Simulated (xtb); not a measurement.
B(F)(NMe2)(SH) (C2H7BFNS), SMILES CN(C)B(F)S. All values are semi-empirical tight-binding results from xtb (GFN2-xTB unless named), good for trends rather than for accurate numbers. The structure is a stationary point at GFN2-xTB. The structure was generated by enumeration, and PubChem lists no compound with its InChIKey, so it may never have been made. Other conformers were not sampled.

The orbital gap is 5.24 eV and the zero-point energy comes out as 60.4 kcal/mol. The G − E(el) at 298.15 K (modified RRHO) comes out as 39.9 kcal/mol and the static polarisability (D4 model) is 69.3 bohr³. The solvation energy, GFN2-xTB/ALPB(water) is -3.6 kcal/mol and the solvation energy, GFN2-xTB/ALPB(benzene) is -7.1 kcal/mol.
